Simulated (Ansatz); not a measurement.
Relaxed structures of BGeH$_{5}$O, singlet (PBE0-D4/def2-TZVP; forces vanish, vibrations not checked; lower isomers may exist, and structures with a doubtful reference or unclear bonds are left out; Å). Program: Ansatz 0.2.0. Basis: def2-TZVPP. Cores are frozen in the correlated methods. Filled d shells of the heavier atoms are correlated. The def2 sets are not built for correlating such inner shells, so the correlated values are less sure here.

(1) Rank them by CCSD(T) energy, lowest first, and give each one's height above the lowest. Links in brackets join atoms within 1.22 times the sum of their covalent radii (1.1 for two metals). (An estimate is asked for; the value comes from the calculation.)
A.
BGeH₅O ([BH][OH][GeH3])
```
8
angstrom
O -0.1535 0.3396 -0.8173
B -1.5541 0.6157 -1.2119
Ge 0.7088 -0.3750 0.7883
H -2.2197 0.2832 -0.2389
H 0.4109 0.5868 -1.5553
H -0.5412 -0.6046 1.6304
H 1.4578 -1.6545 0.3967
H 1.6584 0.6975 1.3359
```
B.
BGeH₅O ([OH][BH][GeH3])
```
8
angstrom
O -1.5135 0.5858 -1.1456
B -0.1863 0.4117 -0.9906
Ge 0.6440 -0.3558 0.7543
H -2.0400 0.3260 -0.3840
H 0.4920 0.7284 -1.9270
H -0.4469 -0.6810 1.8011
H 1.4276 -1.6542 0.4880
H 1.6231 0.6392 1.4038
```
C.
a complex of BHO ([BH][O]) + GeH₄
```
8
angstrom
O -0.4160 0.3212 -1.4857
B -0.8363 0.4920 -2.5946
Ge 0.9553 -0.0900 1.5205
H 1.2845 1.3163 1.0072
H -1.2474 0.6591 -3.6798
H -0.5614 -0.2606 1.6609
H 1.5209 -1.1477 0.5662
H 1.6044 -0.2753 2.9045
```
D.
a complex of BGeH₃O ([OH][B][GeH2]) + H₂
```
8
angstrom
O -1.1088 1.1041 -1.2222
B -0.1528 0.5895 -0.5157
Ge 1.0644 0.1168 0.9860
H -2.6872 -0.8825 1.3239
H -1.2015 0.8688 -2.1515
H -2.0653 -0.6273 1.6505
H 0.8951 -1.4174 0.6858
H 2.3415 0.4285 0.1246
```

T1 diagnostic: at most 0.024. The restricted Hartree–Fock reference is unstable towards an unrestricted one at one or more of these structures.

Results:

(1) The calculation gives: B (0.00 kcal/mol), C (5.91 kcal/mol), D (53.34 kcal/mol), A (95.57 kcal/mol). Heights count from the lowest.

For scale, one of the runs: CCSD(T)/def2-TZVPP, 180 basis functions, launched by `ansatz run in.yaml --threads 2 --pin off --events-out ev --progress --plain --max-ram 4352MiB`. Hardware: 2 CPU threads of an Arm Neoverse V1, shared host. Wall time 74 s; peak host memory 1.8 GiB.
